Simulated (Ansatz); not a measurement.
Compare A (`C=NBC[SiH3]`) with its isomer B (`CN1CB[SiH2]1`).

Isolated molecules relaxed with PBE0-D4/def2-TZVP in Ansatz; ΔE leaves out vibrations. CCSD(T)/CBS adds triple-zeta CCSD(T) − MP2 to the extrapolated MP2 energy (def2 sets, frozen cores). DFT in def2-TZVPP. B3LYP here is the variant with VWN-RPA as its local correlation; programs differ in this. Each species was taken in one conformer, which may not be the lowest.

(1) Which isomer does CCSD(T)/CBS put lower? Give the gap. (An estimate is asked.)

(2) Give E(B) − E(A) in kJ/mol with ωB97M-V, r2SCAN-D4, PBE0-D4, MP2/def2-TZVPP, CCSD(T)/def2-TZVPP, CCSD/def2-TZVPP, B3LYP. (Best estimate.)

Largest T1 diagnostic: 0.014.

Answers

(1) Computed: A, by 144.1 kJ/mol.

(2) Computed: ωB97M-V 145.2, r2SCAN-D4 153.2, PBE0-D4 135.4, MP2/def2-TZVPP 144.9, CCSD(T)/def2-TZVPP 148.6, CCSD/def2-TZVPP 145.2, B3LYP 164.1. None reverses the order clearly.

The D4 term adds −4.9 kJ/mol with B3LYP and −2.3 kJ/mol with PBE0; it sums over pairs of atoms, weighted by their polarisabilities, and B3LYP, whose exchange is more repulsive, gets the larger term. From PBE to PBE0 (25 % exact exchange), in def2-TZVPP and without D4, E(B) − E(A) moves by −13.8 kJ/mol.
